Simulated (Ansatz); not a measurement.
C$_{2}$H$_{10}$AlBSi, SMILES `[CH3][Al]([CH3])[BH][SiH3]`, charge 0, multiplicity 1.

Question: Give a relaxed structure at PBE0-D4/def2-TZVP (Ansatz). (Best estimate.)

Answer: Ansatz gave: 
```xyz
15

C     0.889   -2.073    0.913
Al   -0.071   -0.768   -0.196
C    -1.940   -1.118   -0.680
B     0.883    1.023   -0.795
Si    0.706    2.759    0.193
H     0.251   -2.450    1.719
H     1.807   -1.685    1.360
H     1.167   -2.942    0.304
H    -2.268   -0.581   -1.573
H    -2.125   -2.186   -0.835
H    -2.594   -0.802    0.141
H     1.524    1.093   -1.810
H     0.347    2.620    1.633
H     1.877    3.678    0.106
H    -0.451    3.432   -0.479
```
This is one stationary point; other conformers may exist.
